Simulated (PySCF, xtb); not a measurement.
B(F)(H)(OAc) (C2H4BFO2), SMILES O(BF)C(C)=O.

GFN2-xTB in xtb at its own geometry gives an orbital gap of 4.66 eV and a dipole moment of 3.57 D.

Coordinates come from a B3LYP-D3(BJ)/def2-SVP optimisation. This is a generated structure with no PubChem entry under its InChIKey; it may be hypothetical. Other conformers were not sampled.

Question: What does B3LYP/def2-TZVP in PySCF give? (Estimate from the structure and the level; the computed values follow.)

Answer: gap 7.08 eV (levels -8.20 and -1.12 eV), dipole 2.86 D.
